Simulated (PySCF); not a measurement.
## Ionisation energy of Mn by level of theory

Mn [Ar] 3d5 4s2 (6S) → Mn⁺ [Ar] 3d5 4s1 (7S), as a difference of total energies. Calculation: PySCF 2.14, in cc-pVTZ; no relativity, point nucleus. Correlated levels: valence: [Ar] frozen. The calculations carry no spin-orbit coupling.

```
           method  ionisation energy (eV)
              UHF                   5.973
            B3LYP                   7.500
             TPSS                   7.035
    MP2 (valence)                   6.897
SCS-MP2 (valence)                   7.105
```

Q: How much does correlation contribute at MP2 (valence)?

A: 6.897 − (5.973) = 0.924 eV, measured against UHF.

These non-relativistic numbers lack the scalar-relativistic shift.

Errors of the correlated levels include the incompleteness of this basis and the frozen core.

MP2 underrates the near-degeneracy of ns² with np² in the lower species.

For comparison: 7.434 eV (measured; NIST Atomic Spectra Database, ionization energies).
